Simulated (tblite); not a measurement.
Species: hexafluoropropylene, C3F6.
Bonds: F1–C2, C2–F3, C2–C4 (double), C4–F5, C4–C6, C6–F7, C6–F8, C6–F9.

Computed with GFN2-xTB (tblite), gas phase: Langevin dynamics at 300 K from the optimised GFN2-xTB geometry, time step 0.5 fs, friction 0.01 fs⁻¹, 2000 steps. The instantaneous temperature is 2·E(kin)/(3Nk) with all 3N coordinates.

```csv
t (fs),T (K),E(pot) above start (eV),F1–C2 (Å),C2–F3 (Å),C2=C4 (Å),C4–F5 (Å),C4–C6 (Å),C2–C4–C6–F7 (°)
0,279,0.000,1.310,1.312,1.333,1.338,1.516,-119
50,271,0.166,1.319,1.281,1.356,1.341,1.534,-105
100,131,0.289,1.343,1.358,1.336,1.328,1.578,-108
150,299,0.135,1.336,1.304,1.325,1.344,1.570,-109
200,202,0.238,1.284,1.328,1.347,1.353,1.547,-92
250,206,0.418,1.300,1.391,1.335,1.296,1.498,-102
300,238,0.130,1.311,1.328,1.347,1.381,1.498,-104
350,253,0.227,1.346,1.282,1.340,1.360,1.518,-91
400,439,0.183,1.322,1.264,1.336,1.307,1.526,-102
450,277,0.325,1.325,1.330,1.346,1.286,1.515,-112
500,323,0.312,1.256,1.320,1.309,1.386,1.527,-112
550,224,0.252,1.272,1.308,1.335,1.321,1.513,-96
600,353,0.164,1.306,1.341,1.345,1.332,1.493,-108
650,361,0.125,1.326,1.273,1.307,1.353,1.519,-120
700,378,0.247,1.328,1.310,1.341,1.312,1.479,-122
750,201,0.322,1.306,1.304,1.325,1.297,1.568,-121
800,379,0.137,1.312,1.306,1.327,1.340,1.484,-131
850,275,0.280,1.291,1.336,1.336,1.366,1.523,-141
900,341,0.127,1.307,1.326,1.359,1.337,1.500,-125
950,270,0.152,1.308,1.294,1.325,1.316,1.550,-108
1000,168,0.213,1.330,1.321,1.316,1.306,1.545,-116
```

Problem. From 500 fs on, how do temperature and potential energy compare with equipartition?

Solution. The mean temperature of these 11 frames is 297 K against the target 300 K, and the mean potential energy 0.21 eV against 21 × kT/2 = 0.27 eV for 21 classical harmonic modes. For 9 atoms in a canonical ensemble the temperature itself scatters by T·√(2/(3N)) = 82 K; here its standard deviation is 71 K. The whole run lasts only 10 friction times of 100 fs, so these averages carry a wide statistical error.

Problem. What are the kinetic and total energies of the listed frame with the highest potential energy?

Solution. The one at 250 fs, 0.418 eV above the start. Its kinetic energy is 3NkT/2 = 0.240 eV at 206 K, so the sum is 0.66 eV; over the listed frames the sum runs from 0.32 to 0.69 eV, since the thermostat adds and removes energy.

Problem. How much do the listed bonds fluctuate from 500 fs on?

Solution. 
```tsv
bond	at the start (Å)	mean (Å)	standard deviation (Å)
F1–C2	1.310	1.304	0.022
C2–F3	1.312	1.313	0.018
C2=C4	1.333	1.330	0.015
C4–F5	1.338	1.333	0.026
C4–C6	1.516	1.518	0.027
```

The motion is classical and holds no zero-point motion.

The cost below is that of the whole dynamics run. On Intel Xeon 6975P-C, one thread, no GPU (shared host), this took 6.1 s and 0.18 GiB of memory at its peak.
